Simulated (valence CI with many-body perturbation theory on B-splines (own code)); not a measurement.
Energy levels of Ru XXXI

Computed by relativistic CI+MBPT: four valence electrons over a frozen Dirac-Fock core [Ne], a basis of 11 s, 11 p, 10 d, 8 f, 5 g, 2 h functions for each j, with the one-electron correlation potential Σ1 (screened to all orders), the two-electron term Σ2, the three-electron term Σ3, Breit, model QED; selected single and double excitations, second order for the rest, scaled by the run's own slope (own B-spline code, finite nucleus).

The last digits are not significant, and no measured levels were compared; by estimate large intervals hold to a few tenths of a per cent, small ones and those within an open d or f shell to about a per cent. Among the levels kept, up to 710 cm⁻¹ of a level comes from second order outside the variational space, and about a tenth of that is noise between levels of different J, which matters for small intervals.

Levels 46 to 90 of 177, with energies above the lowest level, 3s²3p² ³P_0. "Leading %" is the weight of the configuration and term that name the level; weights of strongly mixed levels are sums over their largest components and can fall short, so below about 35 % the name and the second component can differ from the true leading terms, or belong to a minority configuration. In the jj column 3d3/2^4 stands for four electrons in 3d with j = 3/2.

```
No.  Configuration  Term  J  E (cm⁻¹)  Leading %                   Leading jj      g
 46        3s3p²3d    ⁵D  3   2038500         38  3s 3p1/2 3p3/2 3d5/2 (61 %)  1.365
 47        3s3p²3d    ⁵P  1   2040100         72  3s 3p1/2 3p3/2 3d3/2 (76 %)  2.243
 48        3s3p²3d    ³P  2   2076200         39  3s 3p1/2 3p3/2 3d5/2 (48 %)  1.241
 49        3s3p²3d    ³G  3   2089100         62  3s 3p1/2 3p3/2 3d3/2 (92 %)  0.855
 50        3s3p²3d    ¹P  1   2093600         20  3s 3p1/2 3p3/2 3d3/2 (41 %)  0.909
 51        3s3p²3d    ¹G  4   2105200         39  3s 3p1/2 3p3/2 3d5/2 (43 %)  1.187
 52        3s3p²3d    ³D  3   2143200         53  3s 3p1/2 3p3/2 3d5/2 (55 %)  1.210
 53        3s3p²3d    ³G  4   2154000         67  3s 3p1/2 3p3/2 3d5/2 (76 %)  1.099
 54        3s3p²3d    ³D  1   2162900         75  3s 3p1/2 3p3/2 3d3/2 (84 %)  0.688
 55        3s3p²3d    ³F  3   2169000         32  3s 3p1/2 3p3/2 3d5/2 (72 %)  1.061
 56        3s3p²3d    ³P  0   2176700         78      3s 3p3/2^2 3d5/2 (38 %)       
 57        3s3p²3d    ³D  1   2178300         67  3s 3p1/2 3p3/2 3d5/2 (77 %)  0.729
 58        3s3p²3d    ³P  0   2189300         68  3s 3p1/2 3p3/2 3d3/2 (36 %)       
 59        3s3p²3d    ³F  4   2203100         38      3s 3p3/2^2 3d5/2 (64 %)  1.237
 60        3s3p²3d    ³F  2   2216300         33  3s 3p1/2 3p3/2 3d5/2 (39 %)  1.018
 61        3s3p²3d    ³P  1   2226400         40  3s 3p1/2 3p3/2 3d5/2 (56 %)  1.398
 62        3s3p²3d    ³F  2   2227000         44  3s 3p1/2 3p3/2 3d3/2 (58 %)  0.961
 63        3s3p²3d    ³F  3   2243200         39  3s 3p1/2 3p3/2 3d5/2 (60 %)  1.184
 64        3s3p²3d    ³D  1   2244200         26      3s 3p3/2^2 3d3/2 (40 %)  1.267
 65        3s3p²3d    ³D  2   2244200         64      3s 3p3/2^2 3d3/2 (37 %)  1.164
 66        3s3p²3d    ³D  2   2257600         47  3s 3p1/2 3p3/2 3d5/2 (47 %)  1.196
 67        3s3p²3d    ³G  5   2258700         76      3s 3p3/2^2 3d5/2 (81 %)  1.244
 68        3s3p²3d    ³D  3   2260800         42      3s 3p3/2^2 3d3/2 (45 %)  1.267
 69        3s3p²3d    ¹S  0   2281100         48               3p3/2^4 (34 %)       
 70        3s3p²3d    ³P  2   2297100         20  3s 3p1/2 3p3/2 3d5/2 (31 %)  1.248
 71        3s3p²3d    ¹P  1   2301900         32      3s 3p3/2^2 3d3/2 (37 %)  1.299
 72        3s3p²3d    ³F  4   2322500         58      3s 3p3/2^2 3d3/2 (65 %)  1.183
 73        3s3p²3d    ³D  3   2385700         51      3s 3p3/2^2 3d5/2 (80 %)  1.194
 74        3s3p²3d    ³S  1   2397500         44      3s 3p3/2^2 3d5/2 (76 %)  1.597
 75         3s²3d²    ¹D  2   2403800         21      3s 3p3/2^2 3d5/2 (46 %)  1.197
 76        3s3p²3d    ³P  0   2409200         59      3s 3p3/2^2 3d3/2 (31 %)       
 77         3s²3d²    ³F  2   2431800         38          3s^2 3d3/2^2 (42 %)  0.993
 78        3s3p²3d    ³F  4   2438000         79      3s 3p3/2^2 3d5/2 (77 %)  1.209
 79        3s3p²3d    ¹P  1   2442500         45      3s 3p3/2^2 3d3/2 (52 %)  0.955
 80        3s3p²3d    ³D  3   2448200         37      3s 3p3/2^2 3d5/2 (47 %)  1.189
 81        3s3p²3d    ³D  3   2461400         81      3s 3p3/2^2 3d5/2 (68 %)  1.290
 82        3s3p²3d    ³D  2   2474400         30      3s 3p3/2^2 3d3/2 (45 %)  1.145
 83        3s3p²3d    ³D  1   2496900         86      3s 3p3/2^2 3d3/2 (79 %)  0.609
 84        3s3p²3d    ³D  2   2523200         38      3s 3p3/2^2 3d5/2 (56 %)  1.025
 85        3s3p²3d    ¹D  2   2534800         25      3s 3p3/2^2 3d3/2 (37 %)  0.949
 86         3s²3d²    ³F  3   2540400         42      3s^2 3d3/2 3d5/2 (42 %)  1.073
 87         3s²3d²    ³F  4   2558700         72          3s^2 3d5/2^2 (46 %)  1.235
 88         3s²3d²    ³P  0   2560400         57          3s^2 3d3/2^2 (65 %)       
 89         3s²3d²    ³P  1   2570000         34      3s^2 3d3/2 3d5/2 (34 %)  1.376
 90        3s3p²3d    ¹F  3   2588500         58      3s 3p3/2^2 3d5/2 (48 %)  1.087
```

Names give the largest LS component (configuration and term), which can be under half, so a name can repeat, a term be missing and a line seem to break the LS rules; names also repeat where a configuration has a term twice.
